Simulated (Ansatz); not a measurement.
Two members of one family (GaSb nanocrystals, H-capped) that differ in charge, which shifts all levels, computed with Ansatz in the gas phase; def2 core potentials for Sb, no spin–orbit coupling. The structures are stationary points that may keep the symmetry of their start.

First: Ga11Sb12H32⁺, cut from zinc blende (singlet, charge 1, PBE-D4/def2-SVP geometry).

Cartesian coordinates in Å:
```
Ga -5.168 0.464 1.863
Ga 0.986 -1.247 5.336
Ga 2.653 -3.608 1.253
Ga -4.102 -1.278 -2.310
Ga 0.154 -3.460 -2.636
Ga -1.248 -1.565 0.988
Ga -0.913 2.888 1.735
Ga 2.487 0.507 1.034
Ga -0.041 0.905 -2.256
Ga 3.911 -0.720 -2.680
Ga 3.477 4.226 -1.988
Sb -1.160 -1.526 3.668
Sb -3.812 -1.341 0.330
Sb -3.564 2.592 1.338
Sb 0.225 -3.531 0.022
Sb 2.481 0.357 3.713
Sb 3.723 -1.512 -0.095
Sb -2.480 -3.228 -3.204
Sb -2.597 0.836 -3.058
Sb 1.284 -1.132 -3.281
Sb -0.070 0.726 0.367
Sb 3.528 2.901 0.391
Sb 1.064 3.256 -2.866
H -6.556 0.712 1.169
H -4.871 0.036 3.349
H 0.493 -0.354 6.529
H 1.707 -2.638 5.315
H 3.360 -4.957 0.876
H 2.366 -3.037 2.701
H -5.536 -1.261 -2.957
H 0.747 -4.703 -3.402
H -0.600 2.537 3.246
H -0.386 4.160 0.960
H 4.784 -1.710 -3.527
H 4.023 0.857 -2.616
H 4.529 3.511 -2.903
H 3.224 5.744 -1.682
H -2.118 -2.853 4.187
H -2.318 -0.315 4.030
H -4.441 -2.905 0.667
H -4.387 3.986 1.909
H -3.782 2.943 -0.331
H -0.682 -4.943 0.403
H 4.133 0.150 4.130
H 2.357 1.986 4.239
H 5.293 -1.287 0.569
H -3.245 -4.685 -2.725
H -2.736 -3.407 -4.892
H -2.668 1.011 -4.763
H -3.380 2.304 -2.648
H 1.021 -0.967 -4.974
H 2.946 3.955 1.614
H 5.157 2.862 0.930
H -0.198 4.358 -2.497
H 0.941 3.401 -4.571
```

```tsv
level	HOMO (eV)	LUMO (eV)	gap (eV)
PBE-D4/def2-SVP	-8.19	-5.10	3.09
PBE0-D4/def2-SVP	-9.07	-4.46	4.61
```

Second: Ga12Sb12H32, cut from zinc blende (singlet, charge 0, PBE-D4/def2-SVP geometry).

Cartesian coordinates in Å:
```
Ga 4.862 -1.982 -0.313
Ga -0.147 -3.158 4.689
Ga -1.768 1.539 4.191
Ga 3.843 2.390 -1.351
Ga 0.111 4.291 1.021
Ga 1.601 0.263 1.648
Ga 0.585 -3.173 -1.090
Ga -2.423 -0.930 0.997
Ga -0.241 1.174 -1.978
Ga 2.821 -0.976 -4.328
Ga -4.002 2.642 -0.206
Ga -4.306 -1.099 -3.499
Sb 1.794 -1.718 3.456
Sb 3.967 0.477 0.490
Sb 2.952 -2.511 -2.127
Sb 0.414 2.329 2.797
Sb -2.098 -2.883 2.811
Sb -3.403 1.266 2.048
Sb 2.518 4.426 -0.170
Sb 2.135 1.382 -3.120
Sb -1.450 3.249 -0.870
Sb -0.063 -0.718 -0.149
Sb -4.002 -1.937 -0.929
Sb -1.897 0.110 -3.811
H 6.254 -1.706 -1.005
H 4.664 -2.892 0.969
H 0.292 -4.672 4.679
H -0.622 -2.294 5.914
H -2.246 2.700 5.140
H -1.467 0.048 4.646
H 5.217 2.928 -1.915
H -0.348 5.684 1.604
H 0.706 -4.050 0.228
H -0.523 -3.449 -2.193
H 4.255 -0.723 -4.939
H 1.539 -1.353 -5.178
H -4.799 3.963 0.116
H -4.458 1.526 -1.237
H -5.372 0.058 -3.440
H -4.323 -2.387 -4.406
H 2.852 -1.153 4.687
H 2.913 -2.794 2.728
H 4.954 1.149 1.733
H 3.547 -3.983 -2.797
H 1.575 2.958 3.902
H -3.616 -3.059 3.600
H -2.197 -4.337 1.902
H -4.899 0.663 2.657
H 3.583 5.190 0.945
H 2.454 5.743 -1.275
H 1.911 2.651 -4.264
H -1.472 4.463 -2.091
H -3.655 -3.619 -0.936
H -5.569 -2.078 -0.233
H -0.864 -0.923 -4.709
H -2.090 1.295 -5.040
```

Task: Estimate the same table for the second.

Result: 
```tsv
level	HOMO (eV)	LUMO (eV)	gap (eV)
PBE-D4/def2-SVP	-5.69	-2.69	3.00
PBE0-D4/def2-SVP	-6.56	-2.06	4.50
```
